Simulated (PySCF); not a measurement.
**Which is lower?**

The two ends of one reaction step of ZnH$_{3}$OF, singlet (PBE0-D4/def2-TZVP).

A:

```xyz
6
angstrom
Zn 0.3430 0.5413 0.4841
F -0.3234 -0.9221 -1.7451
O -0.2940 -0.0256 2.0370
H 0.2149 -0.1757 -1.8793
H 0.9783 1.1759 -0.7557
H -0.8391 -0.8133 2.0067
```

B:

```
atom    x (Å)    y (Å)    z (Å)
 Zn1  -0.4417  -0.5945  -0.0543
  F2  -0.7585  -1.2893  -1.6229
  O3  -0.1044   0.1276   1.5199
  H4   0.8320   1.0544  -1.3844
  H5   0.9543   1.3381  -0.6992
  H6  -0.4943  -0.3201   2.2726
```

PySCF 2.14 with density fitting (its default auxiliary sets; JK sets also for MP2 and CCSD(T)); basis: def2-TZVPP; cores frozen in the correlated methods. The 3s and 3p shells of Cu and Zn are frozen; filled d shells are correlated. B3LYP uses VWN-RPA correlation.

Task: Which structure is lower at CCSD(T), and by how much? (Judge from chemistry; the value comes from the calculation.)

Result: Computed: B, by 26.4 kJ/mol (electronic energy, against the other). By their contacts, A is a complex of ZnH₂O ([OH][ZnH]) + HF and B is a complex of ZnHOF ([OH][Zn][F]) + H₂.

All methods give the same order:

| method | E(B) − E(A) (kJ/mol) |
| --- | --- |
| SPW92 | -9.2 |
| PBE-D4 | -21.7 |
| r2SCAN-D4 | -30.3 |
| PBE0-D4 | -20.0 |
| B3LYP-D4 | -27.3 |
| BHLYP-D4 | -28.2 |
| wB97M-V | -23.8 |
| HF | -34.5 |
| MP2 | -28.8 |
| CCSD | -26.6 |
| CCSD(T) | -26.4 |

No T1 diagnostic of these runs exceeds 0.018.

Labels in which every atom is bracketed show which atoms are joined, not bond orders.

For scale, one of the runs: CCSD(T)/def2-TZVPP, 168 basis functions, launched by `OMP_NUM_THREADS=4 python run.py`. Hardware: 4 CPU threads of an Arm Neoverse V2, shared host. Wall time 4.2 min; peak host memory 1.8 GiB.
